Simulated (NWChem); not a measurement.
Species: CH₃F₂GaS; SMILES C[S][Ga]([F])[F]

```xyz
8

Ga     0.0339     0.5759    -0.0720
F      0.9411     2.0583    -0.0404
F     -1.6568     0.7370    -0.4882
S      0.8261    -1.3898     0.3541
C     -0.7006    -2.3805     0.1172
H     -0.9227    -2.9030     1.0567
H     -0.5160    -3.1150    -0.6775
H     -1.5535    -1.7485    -0.1601
```
Atoms are numbered in this order, from 1.

Structure relaxed at the PBE0/def2-SVP level.

### Question
Give the principal values of the shielding tensors (ppm) of Ga1, F2, F3, S4, C5 from PBE0/pcSseg-1, GIAO (NWChem), with their diamagnetic and paramagnetic parts as GIAO splits them.

### Answer
| atom | σ11 | σ22 | σ33 | isotropic | diamagnetic | paramagnetic |
|---|---|---|---|---|---|---|
| Ga1 | 1299.0 | 1437.1 | 1787.3 | 1507.8 | 2640.7 | -1132.9 |
| F2 | 220.1 | 356.6 | 428.2 | 335.0 | 475.8 | -140.8 |
| F3 | 212.1 | 413.9 | 421.9 | 349.3 | 474.9 | -125.6 |
| S4 | 599.6 | 636.2 | 802.0 | 679.3 | 1056.8 | -377.5 |
| C5 | 160.9 | 165.5 | 192.5 | 173.0 | 252.1 | -79.1 |
